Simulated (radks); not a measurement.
The numbers below are computed, except where a source is named.
Initial-state core-level shifts of the copper ion Cu3+ when its valence configuration changes from [Ar] 3d8. Code: a radial shooting solver on a logarithmic mesh with Libxc functionals. Model: scalar-relativistic Kohn-Sham, r2SCAN, spin-polarised, spherical densities, finite nucleus; open shells are filled with parallel spins first; meta-GGA in the generalised Kohn-Sham scheme; Fermi nuclear charge, rms radius 3.8823 fm. Shifts are changes of the shell-averaged eigenvalues in eV (positive: less bound); the change of the density at the nucleus, which sets a Mossbauer isomer shift, is in e/bohr^3, on a base of 2.239e+04.

valence	1s	2s	3s	3p	density at nucleus
3d7 4p1	-11.197	-12.227	-10.331	-10.058	+4.053
3d7 4s1	-9.795	-10.889	-8.943	-8.678	+22.501
3d7.5 4p0.5	-5.530	-6.025	-5.151	-5.017	+1.930
3d7.5 4s0.5	-4.820	-5.353	-4.442	-4.312	+10.768
3d6 4p2	-23.001	-25.221	-20.790	-20.231	+8.911
3d5 4p3	-35.439	-38.988	-31.316	-30.473	+14.540
3d3 4s2 4p3	-62.985	-69.714	-53.264	-51.935	+81.354
3d4 4s1 4p3	-48.397	-53.530	-41.827	-40.722	+46.212
3d6 4s2	-20.703	-22.966	-18.513	-17.982	+47.748
